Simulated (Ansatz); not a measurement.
`[Cl][InH2]` and `[AlH2][InH][Cl]` differ in one atom or group.

Ansatz, PBE0-D4/def2-TZVP geometries, multiplicity 1. 

Elements past krypton have def2 core potentials.

| property | `[Cl][InH2]` |
| --- | --- |
| LUMO energy (ωB97M-V/def2-TZVPP) / eV | -0.46 |
| LUMO energy (PBE0/def2-TZVPP) / eV | -1.98 |
| HOMO energy (PBE/def2-TZVPP) / eV | -6.89 |
| HOMO energy (ωB97M-V/def2-TZVPP) / eV | -10.42 |
| HOMO–LUMO gap (B3LYP/def2-TZVPP) / eV | 5.69 |
| size of the dipole moment (PBE/def2-TZVPP) / D | 2.65 |

Problem. Give the same properties after the change, and the shifts. (Best estimate.)

Solution. Ansatz gave: 
| property | `[AlH2][InH][Cl]` | shift |
| --- | --- | --- |
| LUMO energy (ωB97M-V/def2-TZVPP) / eV | -0.82 | -0.36 |
| LUMO energy (PBE0/def2-TZVPP) / eV | -2.43 | -0.45 |
| HOMO energy (PBE/def2-TZVPP) / eV | -6.19 | 0.70 |
| HOMO energy (ωB97M-V/def2-TZVPP) / eV | -9.19 | 1.23 |
| HOMO–LUMO gap (B3LYP/def2-TZVPP) / eV | 4.43 | -1.26 |
| size of the dipole moment (PBE/def2-TZVPP) / D | 3.23 | 0.58 |

With PBE0 the HOMO rises by 0.96 eV and the LUMO falls by 0.45 eV, so the gap narrows by about 1.41 eV. PBE moves the HOMO by 0.70 eV and ωB97M-V by 1.23 eV. The zero-point energy changes by 19.6 kJ/mol with +6 modes. Dipoles are sizes alone; their direction can turn.

B3LYP here is the variant with VWN-RPA as its local correlation; programs differ in this.
